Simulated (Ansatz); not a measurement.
Ga₄O₆. Charge 0, multiplicity 1. Geometry PBE-D4/def2-SVP; atoms count from 1.

```xyz
10

Ga    0.4379    0.8925    1.1349
Ga   -1.7814    1.4223   -0.1686
Ga    1.8741   -2.0835   -0.2152
Ga   -0.5531   -0.4617   -1.5602
O     0.9257   -0.9883    1.3106
O    -1.2358    1.6180    1.5616
O     2.0224    0.1167    1.6431
O     0.0827    1.1686   -0.7426
O     0.5423   -1.8300   -1.6031
O    -2.3147    0.1454   -1.3606
```

The restricted singlet is unstable towards broken spin symmetry in Hartree–Fock (as tested in another run); at PBE0-D4/def2-TZVP this wasn't settled. The structure comes from a short search, and lower isomers may exist.

Estimate the Mulliken populations from the PBE0/def2-TZVP orbitals of Ansatz.


```csv
atom,charge (e)
Ga1,0.75
Ga2,0.67
Ga3,0.36
Ga4,0.68
O5,-0.33
O6,-0.46
O7,-0.30
O8,-0.46
O9,-0.45
O10,-0.45
```
Mulliken values depend strongly on the basis.

And the Mayer bond orders between heavy atoms (over 0.3)?

Ga1–O5 0.60 (1.95 Å); Ga1–O6 0.92 (1.87 Å); Ga1–O7 0.96 (1.84 Å); Ga1–O8 0.70 (1.93 Å); Ga2–O6 1.17 (1.82 Å); Ga2–O8 0.66 (1.97 Å); Ga2–O10 1.16 (1.83 Å); Ga3–O5 0.37 (2.10 Å); Ga3–O9 0.70 (1.94 Å); Ga4–O8 0.69 (1.93 Å); Ga4–O9 1.36 (1.75 Å); Ga4–O10 0.93 (1.87 Å); O5–O7 0.82 (1.59 Å).
